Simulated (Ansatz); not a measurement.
Results of the Gaussian-basis code of Ansatz.

A structure relaxed at PBE0-D4/def2-TZVP, charge 0, multiplicity 1:

```csv
atom,x (Å),y (Å),z (Å)
F1,-1.949,-0.716,0.916
C2,-1.360,0.183,0.129
F3,-2.250,1.143,-0.135
F4,-1.098,-0.449,-1.046
C5,-0.084,0.746,0.725
O6,0.874,-0.232,0.867
In7,1.785,-1.000,-0.762
H8,-0.355,1.173,1.699
H9,0.211,1.581,0.069
H10,2.331,-2.577,-0.438
H11,1.896,0.146,-2.023
```

(1) Give its formula and SMILES.

(2) Summarise the bond lengths by kind.

## Answers

(1) C2H4F3InO, `FC(F)(F)C[O][InH2]`.

(2) 3 × C–F 1.332 to 1.360 Å; 1 × C–C 1.517 Å; 1 × C–O 1.377 Å; 2 × C–H 1.098 to 1.102 Å; 1 × In–O 2.018 Å; 2 × H–In 1.700 to 1.708 Å.
